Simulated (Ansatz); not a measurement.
Reactions of `C[NH][GeH]([F])[F]`.

Isolated molecules relaxed with PBE0-D4/def2-TZVP in Ansatz; ΔE leaves out vibrations. CCSD(T)/CBS adds triple-zeta CCSD(T) − MP2 to the extrapolated MP2 energy (def2 sets, frozen cores). This one scheme is used for every species, atoms too. No spin–orbit coupling; open shells (•) take unrestricted orbitals. Spin–orbit coupling would lower the free atoms: a little for C, F; clearly for Ge. Bonds to Ge are less sure, by a few kJ/mol each and by 10 to 20 or more in all where they break to atoms, as the def2 sets lack core-valence functions. Scalar relativity is left out up to krypton. One conformer a species, not always the lowest.

Task: Order these by ΔE at CCSD(T)/CBS, lowest first. (Best estimate.)
A. `C[NH][GeH]([F])[F]` + CH₃OH → `C[NH][GeH]([F])[O]C` + H–F
B. `C[NH][GeH]([F])[F]` → `[F][Ge][F]` + CH₃NH₂
C. `C[NH][GeH]([F])[F]` + `C=C(F)F` → `[F][GeH]([F])[F]` + `C=C(F)NC`
D. `C[NH][GeH]([F])[F]` + `ClC1(Cl)O[SiH2]1` → `C[NH][GeH]([F])[Cl]` + `FC1(Cl)O[SiH2]1`
E. `C[NH][GeH]([F])[F]` → C• + 2 F• + Ge• + 5 H• + N•
F. `C[NH][GeH]([F])[F]` → `[F][GeH2][F]` + `C=N`
G. `C[NH][GeH]([F])[F]` → `C[NH][Ge]([F])[F]`• + H•
H. `C[NH][GeH]([F])[F]` + H₂ → `C[NH][GeH2][F]` + H–F

Result: C (-76.4 kJ/mol), D (-1.9 kJ/mol), A (+24.6 kJ/mol), H (+51.4 kJ/mol), B (+61.9 kJ/mol), F (+155.1 kJ/mol), G (+382.7 kJ/mol), E (+3587.6 kJ/mol).

Largest T1 diagnostic: 0.015, for `C[NH][Ge]([F])[F]`•.
